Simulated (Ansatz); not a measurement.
Gas-phase electronic energies from Ansatz, PBE0-D4/def2-TZVP geometries. CCSD(T)/CBS is the MP2 limit (def2-TZVPP, def2-QZVPP) plus CCSD(T) − MP2 in def2-TZVPP, frozen cores. This one scheme is used for every species. DFT in def2-TZVPP. B3LYP here is the variant with VWN-RPA as its local correlation; programs differ in this. One conformer a species, not always the lowest.

Consider the formal exchange of groups at the Al–N bond: `N=C(O)[NH][AlH2]` + CH₄ → `[AlH3]` + `CNC(=N)O`.

```json
{"level": "PBE-D4", "ΔE (kJ/mol)": "180.7", "difference from CCSD(T)/CBS": "-7.6"}
{"level": "r2SCAN-D4", "ΔE (kJ/mol)": "190.0", "difference from CCSD(T)/CBS": "1.7"}
{"level": "PBE0-D4", "ΔE (kJ/mol)": "180.6", "difference from CCSD(T)/CBS": "-7.7"}
{"level": "ωB97X-V", "ΔE (kJ/mol)": "179.4", "difference from CCSD(T)/CBS": "-8.9"}
{"level": "r2SCAN", "ΔE (kJ/mol)": "190.0", "difference from CCSD(T)/CBS": "1.7"}
{"level": "PBE0", "ΔE (kJ/mol)": "180.0", "difference from CCSD(T)/CBS": "-8.3"}
{"level": "B3LYP", "ΔE (kJ/mol)": "184.2", "difference from CCSD(T)/CBS": "-4.1"}
{"level": "HF/def2-TZVPP", "ΔE (kJ/mol)": "179.6", "difference from CCSD(T)/CBS": "-8.7"}
{"level": "SCS-MP2/def2-TZVPP", "ΔE (kJ/mol)": "187.5", "difference from CCSD(T)/CBS": "-0.8"}
{"level": "CCSD/def2-TZVPP", "ΔE (kJ/mol)": "186.1", "difference from CCSD(T)/CBS": "-2.2"}
{"level": "CCSD(T)/def2-TZVPP", "ΔE (kJ/mol)": "187.3", "difference from CCSD(T)/CBS": "-1.0"}
{"level": "HF/def2-QZVPP", "ΔE (kJ/mol)": "179.9", "difference from CCSD(T)/CBS": "-8.4"}
{"level": "MP2/def2-QZVPP", "ΔE (kJ/mol)": "192.6", "difference from CCSD(T)/CBS": "4.3"}
{"level": "SCS-MP2/def2-QZVPP", "ΔE (kJ/mol)": "188.4", "difference from CCSD(T)/CBS": "0.1"}
{"level": "HF/CBS(def2)", "ΔE (kJ/mol)": "179.9", "difference from CCSD(T)/CBS": "-8.4"}
{"level": "CCSD/CBS(def2)", "ΔE (kJ/mol)": "187.2", "difference from CCSD(T)/CBS": "-1.1"}
{"level": "CCSD(T)/CBS", "ΔE (kJ/mol)": "188.3", "difference from CCSD(T)/CBS": "0"}
```

Largest T1 diagnostic among the species: 0.014.

In def2-TZVPP, CCSD(T) changes the Hartree–Fock value by +7.7 kJ/mol (the triples alone add +1.1 kJ/mol) and MP2 by +12.3 kJ/mol.
